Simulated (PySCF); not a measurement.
Species: C₃H₈ClSi (charge 0, doublet). It need not be the lowest isomer of its formula. 
Coordinates optimised at B3LYP-D3(BJ)/def2-TZVP (Ansatz):
```xyz
13

Si    -0.0644     0.1079    -0.3387
Cl     0.1488    -0.6026     1.6240
C     -1.6842    -0.4893    -0.9697
C      1.3491    -0.5981    -1.3284
C     -0.0176     1.9696    -0.2504
H     -1.8047    -1.4527    -1.4531
H     -2.6085     0.0577    -0.8190
H      1.3107    -1.6887    -1.3385
H      2.3079    -0.2978    -0.9025
H      1.3066    -0.2450    -2.3616
H     -0.1023     2.4023    -1.2502
H     -0.8395     2.3513     0.3576
H      0.9185     2.3127     0.1935
```
Charge 0, spin multiplicity 2.

Dispersion corrections to the total energy (kcal/mol) from the dftd3 and dftd4 libraries through PySCF: D3(BJ) without and D4 with the three-body term, each with the damping fitted for the functional named.

```csv
functional,D3(BJ),D4
LC-wPBE,-7.38,-8.03
BLYP,___,-15.53
PBE0,___,-6.15
revPBE,-17.83,-20.55
HSE06,___,-5.75
BHLYP,-10.61,-9.00
TPSSh,-8.86,-8.84
```

Task: What belongs in the gaps?

Result: 
- BLYP, D3(BJ): -15.94
- PBE0, D3(BJ): -6.63
- HSE06, D3(BJ): -5.31
